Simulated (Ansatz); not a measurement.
`[NH2][AlH][GeH2][F]` + NH₃ → `[NH2][AlH][NH2]` + `[F][GeH3]`  (cleavage of the Al–Ge bond)

Program: Ansatz. Geometries: PBE0-D4/def2-TZVP. ΔE: electronic, gas phase. CCSD(T)/CBS adds triple-zeta CCSD(T) − MP2 to the extrapolated MP2 energy (def2 sets, frozen cores). This one scheme is used for every species. DFT in def2-TZVPP. For Ge outer-core shells are correlated without core-valence functions, which leaves a few kJ/mol of doubt a bond. Scalar relativity is left out up to krypton. Each species was taken in one conformer, which may not be the lowest.

`[NH2][AlH][GeH2][F]`:

Cartesian coordinates in Å:
```
N 1.744 -0.754 0.259
Al 0.312 -0.110 1.055
Ge -1.429 0.610 -0.566
F -0.710 0.253 -2.138
H 1.830 -0.817 -0.744
H 2.574 -1.105 0.709
H 0.222 -0.032 2.633
H -1.772 2.115 -0.635
H -2.769 -0.160 -0.574
```

NH₃:

```xyz
4

N     0.009    0.281   -0.013
H     0.921   -0.131   -0.166
H    -0.317   -0.044    0.889
H    -0.613   -0.107   -0.711
```

`[NH2][AlH][NH2]`:

Cartesian coordinates in Å:
```
N -0.190 1.512 0.335
Al -0.295 -0.033 -0.520
N 0.466 -1.481 0.153
H 0.277 1.682 1.210
H -0.605 2.364 -0.006
H -1.072 -0.120 -1.893
H 0.983 -1.540 1.015
H 0.436 -2.383 -0.294
```

`[F][GeH3]`:

Cartesian coordinates in Å:
```
F -0.445 0.489 -1.513
Ge 0.025 -0.027 0.083
H 0.639 1.200 0.767
H -1.259 -0.502 0.775
H 1.040 -1.159 -0.113
```

```csv
species,revPBE-D4 energy (Eh)
`[NH2][AlH][GeH2][F]`,-2476.93279
NH₃,-56.56949
`[NH2][AlH][NH2]`,-354.99277
`[F][GeH3]`,-2178.52587
```

Work out ΔE.

ΔE = (-354.99277) + (-2178.52587) − (-2476.93279) − (-56.56949) = -0.01636 Eh = -43.0 kJ/mol. CCSD(T)/CBS gives -58.5 kJ/mol.

What do rigid-rotor, harmonic-oscillator terms from PBE0-D4/def2-TZVP frequencies (298.15 K, 1 bar) make of the CCSD(T)/CBS value? (An estimate is asked.)

The calculation gave: ΔZPE = -6.2 kJ/mol, ΔH = -67.7 kJ/mol, ΔS = -10 J/(mol·K), ΔG = -64.7 kJ/mol.

Largest T1 diagnostic among the species: 0.013.

In def2-TZVPP, CCSD(T) changes the Hartree–Fock value by +13.8 kJ/mol (the triples alone add +2.0 kJ/mol) and MP2 by +7.0 kJ/mol. At CCSD(T), def2-SVP lies −4.4 kJ/mol from the extrapolated value and def2-TZVPP −1.3 kJ/mol.
